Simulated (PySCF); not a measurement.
## Electron correlation in C⁻ (carbon, charge -1)

[He] 2s2 2p3, high-spin 4S determinant. Calculation: PySCF 2.14, in dyall-acv3z (15s9p4d2f, 76 functions); scalar relativity by spin-free X2C-1e. Frozen: nothing; 7 electrons correlated; the 5 highest virtual orbitals of each spin left out.

MP2 pair energies summed by pair of shells (mhartree):

```tsv
pair	energy	share (%)
2s-2p	-61.51	41.7
1s-1s	-38.01	25.8
2p-2p	-24.38	16.5
2s-2s	-13.70	9.3
1s-2s	-4.92	3.3
1s-2p	-4.81	3.3
```

Total MP2 correlation energy: -147.33 mhartree.

Same-spin part -35.88 and opposite-spin part -111.45 mhartree; SCS-MP2 scales them by 1/3 and 6/5 to -145.70 mhartree.
